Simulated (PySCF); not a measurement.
Al(H)2(OiPr) (C3H9AlO), SMILES CC(C)[O][AlH2]. The structure is a stationary point at PBE0-D3(BJ)/def2-SVP. The structure was generated by enumeration; whether it is a known compound was not checked. Other conformers were not sampled.

Computed equilibrium geometry at PBE0-D3(BJ)/def2-SVP (PySCF confirms it by a frequency run) as Cartesian coordinates in Å, and its point group (one conformer of several):
point group Cs.
```xyz
14

Al     1.8808     0.1918     0.0000
H      1.8859     1.7810     0.0000
H      3.1936    -0.6891     0.0000
O      0.4212    -0.6796     0.0000
C     -0.9620    -0.4594     0.0000
C     -1.3911     0.2738    -1.2619
C     -1.3911     0.2738     1.2619
H     -1.4467    -1.4542     0.0000
H     -0.9529     1.2856    -1.2890
H     -2.4858     0.3764    -1.3131
H     -1.0555    -0.2739    -2.1553
H     -1.0555    -0.2739     2.1553
H     -0.9529     1.2856     1.2890
H     -2.4858     0.3764     1.3131
```
